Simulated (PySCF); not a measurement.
# How far are cheaper levels from CCSD(T)/CBS for ZnSe?

PySCF; the state is a singlet (closed shell). The composite is CCSD(T) extrapolated to the basis-set limit from two correlation-consistent sets, with core-valence (CV) and scalar-relativistic (SR) terms as its label shows; it has no spin–orbit coupling and nothing beyond (T). Here it is CCSD(T)/CBS(TQ). It gives Re = 2.163 Å, ωe = 331 cm⁻¹ and De = 1.20 eV to Zn + Se.

| level | basis | relativity | Re (Å) | ωe (cm⁻¹) | De (eV) |
| --- | --- | --- | --- | --- | --- |
| RHF-SCS-MP2 | def2-TZVPPD | no relativity | 2.184 | 331 | 1.16 |
| RHF-CCSD | def2-TZVPP | no relativity | 2.196 | 317 | 0.88 |
| RHF-CCSD(T) | def2-TZVPP | no relativity | 2.194 | 321 | 1.09 |
| PBE | def2-TZVPP | no relativity | 2.189 | 323 | 1.40 |
| PW91 | def2-TZVPP | no relativity | 2.186 | 324 | 1.42 |
| BP86 | def2-TZVPPD | no relativity | 2.189 | 321 | 1.36 |
| PBE0 | def2-TZVPP | no relativity | 2.178 | 331 | 1.24 |
| PBE0 | def2-TZVPPD | no relativity | 2.178 | 331 | 1.25 |
| B97-3 | def2-TZVPP | no relativity | 2.202 | 319 | 1.11 |
| CAM-B3LYP | def2-TZVPPD | no relativity | 2.179 | 325 | 0.98 |

Question: Give the difference of each row from the composite.

Answer: 

| level | basis | ΔRe (pm) | Δωe (%) | ΔDe (eV) |
| --- | --- | --- | --- | --- |
| RHF-SCS-MP2 | def2-TZVPPD | +2.1 | +0.0 | -0.04 |
| RHF-CCSD | def2-TZVPP | +3.3 | -4.2 | -0.32 |
| RHF-CCSD(T) | def2-TZVPP | +3.1 | -3.0 | -0.11 |
| PBE | def2-TZVPP | +2.6 | -2.4 | +0.20 |
| PW91 | def2-TZVPP | +2.3 | -2.1 | +0.22 |
| BP86 | def2-TZVPPD | +2.6 | -3.0 | +0.16 |
| PBE0 | def2-TZVPP | +1.5 | +0.0 | +0.04 |
| PBE0 | def2-TZVPPD | +1.5 | +0.0 | +0.05 |
| B97-3 | def2-TZVPP | +3.9 | -3.6 | -0.09 |
| CAM-B3LYP | def2-TZVPPD | +1.6 | -1.8 | -0.22 |

Question: Which rows come closest in De?

Answer: RHF-SCS-MP2 in def2-TZVPPD (-0.04 eV); PBE0 in def2-TZVPP (+0.04 eV); PBE0 in def2-TZVPPD (+0.05 eV), counted from the composite.

Correlated steps freeze the inner cores (13 to 14 orbitals); shallow outer-core shells are correlated. Where the molecule has an RHF reference, its open-shell atoms are computed with UHF. The CCSD T1 diagnostic is raised in ZnSe, a sign that a single reference may not be enough there.
